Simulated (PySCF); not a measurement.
Species: CH4BrClGe.
SMILES: `[Br][Ge@@H]([CH3])[Cl]`

Theory: PBE0-D3(BJ)/def2-SVP geometry optimisation, gas phase (PySCF 2.14.0).

Masses are those of the commonest isotopes; rigid-rotor values at the optimised geometry. 

**Question.** What are A, B and C (MHz)?

**Answer.** Ia = 155.70, Ib = 389.81, Ic = 494.00 u·Å²; 505379 MHz·u·Å²/I gives A = 3246, B = 1296, C = 1023 MHz.

**Question.** Classify the top.

**Answer.** An asymmetric top; Ray's κ = -0.754.

**Question.** Is it planar, by Δ = Ic − Ia − Ib?

**Answer.** Not planar: Δ = Ic − Ia − Ib = -51.51 u·Å². For a rigid frame Δ = −2 Σ m c², so Σ m c² = 25.75 u·Å² lies off the ab plane: 7.41 from hydrogen and 18.34 from heavier atoms. The atom farthest from that plane is 1.86 Å away.

**Question.** Give the other two planar moments, Paa and Pbb, and the rms extents of the mass along the axes.

**Answer.** Paa = Σ m a² = (Ib + Ic − Ia)/2 = 364.06 and Pbb = Σ m b² = (Ia + Ic − Ib)/2 = 129.95 u·Å². With the mass M = 203.84 u, the rms extents √(P/M) along a, b and c are 1.34, 0.80, 0.36 Å.

**Question.** Give the coordinates in the principal-axis frame, origin at the centre of mass.

**Answer.** The sense of each axis is arbitrary; atoms in the order of the calculation.
```csv
atom,mass (u),a (Å),b (Å),c (Å)
C1,12.000,-0.970,1.955,-0.756
Ge2,73.921,-0.582,0.417,0.346
Cl3,34.969,-1.893,-1.197,-0.239
Br4,78.918,1.580,-0.251,-0.090
H5,1.008,-0.880,1.663,-1.811
H6,1.008,-1.990,2.313,-0.559
H7,1.008,-0.248,2.755,-0.538
H8,1.008,-0.718,0.596,1.863
```

**Question.** Which lines would a microwave search look for?

**Answer.** The dipole components are |μa| = 0.72 D, |μb| = 2.56 D, |μc| = 0.26 D. Intensities carry the squares of the components, which stand as 0.08 : 1.00 : 0.01 (a : b : c). Some of the stronger lines:

```
type  branch         J(Ka,Kc)    MHz  lower level (cm⁻¹)
   b       R  3(1,2) ← 2(2,1)   1503               0.510
   b       Q  1(1,0) ← 1(0,1)   2223               0.077
   b       R  2(0,2) ← 1(1,1)   2663               0.142
   b       Q  3(1,2) ← 3(0,3)   3021               0.460
   b       R  1(1,1) ← 0(0,0)   4269               0.000
   b       R  3(0,3) ← 2(1,2)   5150               0.288
   b       Q  3(2,1) ← 3(1,2)   5588               0.561
   b       Q  2(2,0) ← 2(1,1)   5875               0.315
   b       R  2(1,2) ← 1(0,1)   6315               0.077
   b       Q  2(2,1) ← 2(1,2)   6668               0.288
   b       Q  3(2,2) ← 3(1,3)   7095               0.506
   b       R  3(1,3) ← 2(0,2)   8235               0.231
   b       Q  3(3,0) ← 3(2,1)  10316               0.747
   b       Q  3(3,1) ← 3(2,2)  10446               0.743
   b       R  2(2,1) ← 1(1,0)  10761               0.152
   b       R  2(2,0) ← 1(1,1)  11061               0.142
   b       R  3(2,2) ← 2(1,1)  12807               0.315
   b       R  3(2,1) ← 2(1,2)  13759               0.288
   b       R  3(3,1) ← 2(2,0)  17378               0.511
```

No PBE0-D3(BJ)/def2-SVP frequencies stand behind this structure, so it isn't proved a minimum. Zero-point vibration and centrifugal distortion are left out. A rigid rotor knows nothing of internal rotation, which can split or shift real lines. Quadrupole hyperfine structure (35Cl, 79Br) is left out.

Time: 86 s of wall time; peak memory 0.49 GiB. Hardware: one thread, Arm Neoverse V1 (aarch64), on a shared host. These figures are those of the optimisation.
